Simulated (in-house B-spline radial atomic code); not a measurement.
Levels of two electrons outside the [Ne] 3s2 core along the 14-electron series, above the ground level 3p2 J0; labels give the leading configuration and J, and a prime marks the next level of the same label. Computed with an all-electron radial atomic-structure program (B-spline basis): configuration interaction with many-body perturbation theory for the core, Breit and QED.

```json
{"ion": "Si", "Z": "14", "first ionisation energy (eV)": "8.1", "excitation of 3p2 J2' (eV)": "0.70714", "core correlation Breit and QED part of 3p2 J2' (eV)": "-0.11414", "excitation of 3p2 J1 (eV)": "0.0095194", "core correlation Breit and QED part of 3p2 J1 (eV)": "9.7928e-06", "excitation of 3p2 J0' (eV)": "2.0146", "core correlation Breit and QED part of 3p2 J0' (eV)": "0.31897", "excitation of 3p2 J2 (eV)": "0.027587", "core correlation Breit and QED part of 3p2 J2 (eV)": "-6.8371e-05"}
{"ion": "P+", "Z": "15", "first ionisation energy (eV)": "19.7", "excitation of 3p2 J2' (eV)": "0.95444", "core correlation Breit and QED part of 3p2 J2' (eV)": "-0.23964", "excitation of 3p2 J1 (eV)": "0.02041", "core correlation Breit and QED part of 3p2 J1 (eV)": "-0.00062838", "excitation of 3p2 J0' (eV)": "2.7417", "core correlation Breit and QED part of 3p2 J0' (eV)": "0.25584", "excitation of 3p2 J2 (eV)": "0.058067", "core correlation Breit and QED part of 3p2 J2 (eV)": "-0.0020531"}
{"ion": "S2+", "Z": "16", "first ionisation energy (eV)": "34.8", "excitation of 3p2 J2' (eV)": "1.2032", "core correlation Breit and QED part of 3p2 J2' (eV)": "-0.31945", "excitation of 3p2 J1 (eV)": "0.037", "core correlation Breit and QED part of 3p2 J1 (eV)": "-0.0015626", "excitation of 3p2 J0' (eV)": "3.4131", "core correlation Breit and QED part of 3p2 J0' (eV)": "0.2336", "excitation of 3p2 J2 (eV)": "0.10307", "core correlation Breit and QED part of 3p2 J2 (eV)": "-0.0048889"}
{"ion": "Cl3+", "Z": "17", "first ionisation energy (eV)": "53.1", "excitation of 3p2 J2' (eV)": "1.4699", "core correlation Breit and QED part of 3p2 J2' (eV)": "-0.37578", "excitation of 3p2 J1 (eV)": "0.061021", "core correlation Breit and QED part of 3p2 J1 (eV)": "-0.0028883", "excitation of 3p2 J0' (eV)": "4.0795", "core correlation Breit and QED part of 3p2 J0' (eV)": "0.23105", "excitation of 3p2 J2 (eV)": "0.16601", "core correlation Breit and QED part of 3p2 J2 (eV)": "-0.0087877"}
{"ion": "Ar4+", "Z": "18", "first ionisation energy (eV)": "74.7", "excitation of 3p2 J2' (eV)": "1.756", "core correlation Breit and QED part of 3p2 J2' (eV)": "-0.41942", "excitation of 3p2 J1 (eV)": "0.094603", "core correlation Breit and QED part of 3p2 J1 (eV)": "-0.0047411", "excitation of 3p2 J0' (eV)": "4.7491", "core correlation Breit and QED part of 3p2 J0' (eV)": "0.23618", "excitation of 3p2 J2 (eV)": "0.25064", "core correlation Breit and QED part of 3p2 J2 (eV)": "-0.014058"}
{"ion": "K5+", "Z": "19", "first ionisation energy (eV)": "99.4", "excitation of 3p2 J2' (eV)": "2.0661", "core correlation Breit and QED part of 3p2 J2' (eV)": "-0.45575", "excitation of 3p2 J1 (eV)": "0.14034", "core correlation Breit and QED part of 3p2 J1 (eV)": "-0.0072891", "excitation of 3p2 J0' (eV)": "5.4312", "core correlation Breit and QED part of 3p2 J0' (eV)": "0.24333", "excitation of 3p2 J2 (eV)": "0.36106", "core correlation Breit and QED part of 3p2 J2 (eV)": "-0.021079"}
{"ion": "Ca6+", "Z": "20", "first ionisation energy (eV)": "127.2", "excitation of 3p2 J2' (eV)": "2.4065", "core correlation Breit and QED part of 3p2 J2' (eV)": "-0.48767", "excitation of 3p2 J1 (eV)": "0.20142", "core correlation Breit and QED part of 3p2 J1 (eV)": "-0.010681", "excitation of 3p2 J0' (eV)": "6.1355", "core correlation Breit and QED part of 3p2 J0' (eV)": "0.24997", "excitation of 3p2 J2 (eV)": "0.50181", "core correlation Breit and QED part of 3p2 J2 (eV)": "-0.030189"}
{"ion": "Sc7+", "Z": "21", "first ionisation energy (eV)": "158.2", "excitation of 3p2 J2' (eV)": "2.7843", "core correlation Breit and QED part of 3p2 J2' (eV)": "-0.51689", "excitation of 3p2 J1 (eV)": "0.28158", "core correlation Breit and QED part of 3p2 J1 (eV)": "-0.015163", "excitation of 3p2 J0' (eV)": "6.8716", "core correlation Breit and QED part of 3p2 J0' (eV)": "0.25476", "excitation of 3p2 J2 (eV)": "0.67757", "core correlation Breit and QED part of 3p2 J2 (eV)": "-0.041951"}
{"ion": "Ti8+", "Z": "22", "first ionisation energy (eV)": "192.3", "excitation of 3p2 J2' (eV)": "3.2086", "core correlation Breit and QED part of 3p2 J2' (eV)": "-0.54447", "excitation of 3p2 J1 (eV)": "0.3853", "core correlation Breit and QED part of 3p2 J1 (eV)": "-0.020926", "excitation of 3p2 J0' (eV)": "7.6502", "core correlation Breit and QED part of 3p2 J0' (eV)": "0.25692", "excitation of 3p2 J2 (eV)": "0.89339", "core correlation Breit and QED part of 3p2 J2 (eV)": "-0.056822"}
{"ion": "V9+", "Z": "23", "first ionisation energy (eV)": "229.5", "excitation of 3p2 J2' (eV)": "3.6902", "core correlation Breit and QED part of 3p2 J2' (eV)": "-0.57099", "excitation of 3p2 J1 (eV)": "0.51776", "core correlation Breit and QED part of 3p2 J1 (eV)": "-0.028187", "excitation of 3p2 J0' (eV)": "8.4832", "core correlation Breit and QED part of 3p2 J0' (eV)": "0.25589", "excitation of 3p2 J2 (eV)": "1.1545", "core correlation Breit and QED part of 3p2 J2 (eV)": "-0.075312"}
{"ion": "Cr10+", "Z": "24", "first ionisation energy (eV)": "269.8", "excitation of 3p2 J2' (eV)": "4.2411", "core correlation Breit and QED part of 3p2 J2' (eV)": "-0.59701", "excitation of 3p2 J1 (eV)": "0.68486", "core correlation Breit and QED part of 3p2 J1 (eV)": "-0.037243", "excitation of 3p2 J0' (eV)": "9.3824", "core correlation Breit and QED part of 3p2 J0' (eV)": "0.25128", "excitation of 3p2 J2 (eV)": "1.4659", "core correlation Breit and QED part of 3p2 J2 (eV)": "-0.098064"}
{"ion": "Mn11+", "Z": "25", "first ionisation energy (eV)": "313.2", "excitation of 3p2 J2' (eV)": "4.876", "core correlation Breit and QED part of 3p2 J2' (eV)": "-0.62283", "excitation of 3p2 J1 (eV)": "0.89339", "core correlation Breit and QED part of 3p2 J1 (eV)": "-0.048216", "excitation of 3p2 J0' (eV)": "10.363", "core correlation Breit and QED part of 3p2 J0' (eV)": "0.24268", "excitation of 3p2 J2 (eV)": "1.8333", "core correlation Breit and QED part of 3p2 J2 (eV)": "-0.12535"}
{"ion": "Fe12+", "Z": "26", "first ionisation energy (eV)": "359.7", "excitation of 3p2 J2' (eV)": "5.6106", "core correlation Breit and QED part of 3p2 J2' (eV)": "-0.64909", "excitation of 3p2 J1 (eV)": "1.1506", "core correlation Breit and QED part of 3p2 J1 (eV)": "-0.061448", "excitation of 3p2 J0' (eV)": "11.439", "core correlation Breit and QED part of 3p2 J0' (eV)": "0.22944", "excitation of 3p2 J2 (eV)": "2.262", "core correlation Breit and QED part of 3p2 J2 (eV)": "-0.1577"}
{"ion": "Co13+", "Z": "27", "first ionisation energy (eV)": "409.3", "excitation of 3p2 J2' (eV)": "6.4627", "core correlation Breit and QED part of 3p2 J2' (eV)": "-0.67618", "excitation of 3p2 J1 (eV)": "1.4648", "core correlation Breit and QED part of 3p2 J1 (eV)": "-0.07703", "excitation of 3p2 J0' (eV)": "12.629", "core correlation Breit and QED part of 3p2 J0' (eV)": "0.21139", "excitation of 3p2 J2 (eV)": "2.7577", "core correlation Breit and QED part of 3p2 J2 (eV)": "-0.19505"}
{"ion": "Ni14+", "Z": "28", "first ionisation energy (eV)": "462.0", "excitation of 3p2 J2' (eV)": "7.451", "core correlation Breit and QED part of 3p2 J2' (eV)": "-0.70474", "excitation of 3p2 J1 (eV)": "1.8447", "core correlation Breit and QED part of 3p2 J1 (eV)": "-0.095061", "excitation of 3p2 J0' (eV)": "13.95", "core correlation Breit and QED part of 3p2 J0' (eV)": "0.18831", "excitation of 3p2 J2 (eV)": "3.3268", "core correlation Breit and QED part of 3p2 J2 (eV)": "-0.2372"}
{"ion": "Cu15+", "Z": "29", "first ionisation energy (eV)": "517.9", "excitation of 3p2 J2' (eV)": "8.5951", "core correlation Breit and QED part of 3p2 J2' (eV)": "-0.73584", "excitation of 3p2 J1 (eV)": "2.2995", "core correlation Breit and QED part of 3p2 J1 (eV)": "-0.11581", "excitation of 3p2 J0' (eV)": "15.421", "core correlation Breit and QED part of 3p2 J0' (eV)": "0.15972", "excitation of 3p2 J2 (eV)": "3.9759", "core correlation Breit and QED part of 3p2 J2 (eV)": "-0.28397"}
{"ion": "Zn16+", "Z": "30", "first ionisation energy (eV)": "576.9", "excitation of 3p2 J2' (eV)": "9.9159", "core correlation Breit and QED part of 3p2 J2' (eV)": "-0.76981", "excitation of 3p2 J1 (eV)": "2.8392", "core correlation Breit and QED part of 3p2 J1 (eV)": "-0.13908", "excitation of 3p2 J0' (eV)": "17.062", "core correlation Breit and QED part of 3p2 J0' (eV)": "0.12606", "excitation of 3p2 J2 (eV)": "4.7127", "core correlation Breit and QED part of 3p2 J2 (eV)": "-0.33447"}
```
